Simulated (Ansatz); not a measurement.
Program: Ansatz 0.2.0.

A structure relaxed at PBE0-D4/def2-TZVP, charge 0, multiplicity 1:

```xyz
15

C     2.012    0.815    0.497
C     0.565    0.668    0.855
O    -0.112    1.578    1.262
C    -0.040   -0.710    0.624
C    -0.570   -0.733   -0.804
C    -1.979   -0.256   -0.985
O     0.135   -1.077   -1.718
H     2.618    0.230    1.195
H     2.310    1.861    0.540
H     2.190    0.400   -0.499
H    -0.848   -0.852    1.342
H     0.716   -1.489    0.718
H    -2.121    0.691   -0.457
H    -2.665   -0.977   -0.528
H    -2.211   -0.150   -2.043
```

Give its formula and SMILES.

C5H8O2, `CC(=O)CC(C)=O` (acetylacetone (keto form)).

Point group (tolerance 0.08 Å, 0.16 Å for H)?

C2.

Summarise the bond lengths by kind.

4 × C–C 1.498 to 1.523 Å; 8 × C–H 1.088 to 1.094 Å; 2 × C–O 1.205 Å.
